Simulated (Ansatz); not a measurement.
BeH2 (SMILES [BeH2]) at its CCSD(T)/cc-pVQZ minimum, average atomic masses, point group D∞h.
(charge 0, multiplicity 1):
```xyz
3

Be     0.00000     0.00000     0.00000
H      0.00000     0.00000    -1.33084
H      0.00000     0.00000     1.33084
```

Correlated levels freeze the cores.

Codes used: Ansatz (Gaussian basis) for Hartree–Fock, density functionals and correlated methods. Each number belongs to the level named beside it.

Harmonic frequencies (cm⁻¹): 714 714 2042 2250.

**Question.** Work out the rotational constants, the zero-point energy, and the ideal-gas entropy and heat capacity at 298.15 K and 1 bar (rigid rotor, harmonic oscillator).

**Answer.** 
Principal moments 3.571 u Å² give 16.8576/I = 4.721 cm⁻¹. Zero point: Σω/2 = 2859 cm⁻¹ = 8.18 kcal/mol. Translation R(1.5 ln M + 2.5 ln T − 1.1517) with M = 11.028 u: 138.79 J/(mol K). Rotation with σ = 2: q = 21.9, S = R(ln q + 1) = 33.99. Vibration, summed over R(u/(eᵘ − 1) − ln(1 − e⁻ᵘ)) with u = 1.43878ω/T: 2.43, of which the lowest mode gives 1.21. S° = 175.2 J/(mol K); C_p = 7R/2 + 6.78 = 35.88 J/(mol K).

Ansatz is a quantum-chemistry and plane-wave program.
